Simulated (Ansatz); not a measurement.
`N[Si](O)([SiH3])Cl` + HCl → `O[Si]([SiH3])(Cl)Cl` + NH₃  (ligand exchange at the Si–N bond)

Program: Ansatz. Geometries: PBE0-D4/def2-TZVP. ΔE: electronic, gas phase. CCSD(T)/CBS adds triple-zeta CCSD(T) − MP2 to the extrapolated MP2 energy (def2 sets, frozen cores). This one scheme is used for every species. Functionals use def2-TZVPP. B3LYP here is the variant with VWN-RPA as its local correlation; programs differ in this. One conformer a species, not always the lowest.

`N[Si](O)([SiH3])Cl`:

Z-matrix (Å, degrees):
```
Si
O 1 1.643
Si 1 2.337 2 111.6
N 1 1.695 2 111.6 3 124.0
Cl 1 2.069 2 107.2 3 -119.0
H 2 0.959 1 117.7 3 68.9
H 3 1.486 1 110.9 2 -166.7
H 3 1.488 1 109.6 2 -46.2
H 3 1.490 1 110.0 2 72.8
H 4 1.007 1 120.5 2 -76.9
H 4 1.008 1 121.1 2 72.9
```

HCl:

Z-matrix (Å, degrees):
```
Cl
H 1 1.279
```

`O[Si]([SiH3])(Cl)Cl`:

Cartesian coordinates in Å:
```
O 0.922 1.079 1.323
Si 0.165 -0.249 0.766
Si -0.464 0.107 -1.448
Cl 1.404 -1.883 0.915
Cl -1.478 -0.664 1.930
H 1.242 1.089 2.229
H -1.149 -1.116 -1.934
H 0.747 0.370 -2.266
H -1.388 1.268 -1.515
```

NH₃:

Z-matrix (Å, degrees):
```
N
H 1 1.013
H 1 1.013 2 107.1
H 1 1.013 2 107.1 3 -114.5
```

Task: Is it downhill or uphill in electronic energy at CCSD(T)/CBS, and by how much? (An estimate is asked.)

Result: The calculation gave: Downhill: ΔE = -43.1 kJ/mol.

Task: What do these levels give: PBE-D4, PBE0-D4, B3LYP-D4, PBE, CCSD/def2-TZVPP, CCSD(T)/def2-TZVPP? (Estimate.)

Result: The calculation gave: PBE-D4 -46.3, PBE0-D4 -45.2, B3LYP-D4 -43.0, PBE -46.3, CCSD/def2-TZVPP -38.3, CCSD(T)/def2-TZVPP -39.3 kJ/mol.

Largest T1 diagnostic among the species: 0.012.

Leaving LDA and LC-ωPBE aside and taking each functional with its dispersion term where it has one, the values, not all of them listed here, spread over 7.7 kJ/mol, from PBE-D4 to CAM-B3LYP-D4. LDA lies +8.9 kJ/mol from PBE without D4.
